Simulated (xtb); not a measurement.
Harmonic IR lines of one isomer of CAlClN, unscaled. Level of theory: GFN2-xTB run with xtb.

```tsv
wavenumber (cm⁻¹)	relative intensity
355	16
571	3.9
1955	100
```

### Question
Which structure gives these lines?
A) `N#[C][Al-][Cl]` (excited triplet)
B) `[C-]#[N+][Al-][Cl]` (lower singlet)
C) `[C-]#[N+][Al-][Cl]` (excited triplet)
D) `N#[C][Al-][Cl]` (lower singlet)

### Answer
A, `N#[C][Al-][Cl]` (excited triplet)
